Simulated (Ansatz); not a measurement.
SnCl₄⁺, relaxed as a doublet with UKS B3LYP-D4/def2-SVP in Ansatz, starting from the B3LYP-D4/def2-SVP geometry of the neutral singlet. Force threshold 0.02 eV/Å.

In the def2 sets Sn takes a core potential; there is no spin–orbit coupling.

Start:

Cartesian coordinates in Å:
```
Sn 0.0000 0.0000 0.0000
Cl 0.1179 2.2842 0.4680
Cl 2.1561 -0.8931 -0.0665
Cl -1.0382 -0.3184 -2.0667
Cl -1.2357 -1.0728 1.6651
```

Q: Estimate the energy that the relaxation releases and the steps that it takes.

A: 35.0 kJ/mol, in 12 steps; 93 s on 2 threads of Arm Neoverse V2 on a shared host. The force fell under the threshold at step 3, but the optimiser went on and released 0.348 eV more. No frequencies were taken in this run, so the end may be a saddle point.

Q: Does the start keep its bonding and symmetry?

A: By distances, no bond broke or formed. The bond that changes most is Sn1–Cl3, from 2.33 to 2.44 Å (atoms count from 1). Point group Td at the start, C2v at the end, both within 0.05 Å; within 0.015 Å the end is Cs.

Q: Predict the relaxed structure.

A: 
```xyz
5

Sn   -0.2971   -0.1806   -0.0513
Cl    0.6300    2.0161    0.4534
Cl    2.1363   -0.3244    0.0341
Cl   -1.1397   -0.3434   -2.1707
Cl   -1.3295   -1.1677    1.7346
```
Bond lengths: 4 × Cl–Sn 2.29 to 2.44 Å.
